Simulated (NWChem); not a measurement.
Atomisation of Au2

SMILES: [Au][Au]
```xyz
2

Au     0.0000     0.0000     1.2732
Au     0.0000     0.0000    -1.2732
```
Charge 0, spin multiplicity 1.

Program: NWChem. All single points use one geometry, from PBE/def2-SVP with def2 effective core potentials on Au, a minimum by its harmonic frequencies.

Basis set: def2-TZVP. The atomisation energy is electronic alone: no zero-point, thermal, spin-orbit or counterpoise terms. No value is extrapolated to the basis-set limit. Free atoms are single determinants with multiplicities Au 2. Correlated methods freeze the same cores in atoms and molecule, 8 orbitals in all.

Effective core potentials replace the inner electrons of Au; spin-orbit coupling is left out. The structure started from a generated list of species. No SCF solution was tested for a lower state. Open-shell Hartree-Fock references start from PBE0 orbitals. No row is a measurement; the coupled-cluster row has its own basis-set and correlation limits.

Problem. For the atomisation energy, HF gives 16.3 kcal/mol and CAM-B3LYP gives 42.5 kcal/mol. What do BHandHLYP, MP2, CCSD(T) give?

Solution. BHandHLYP: 38.2 kcal/mol; MP2: 47.8 kcal/mol; CCSD(T): 43.3 kcal/mol.
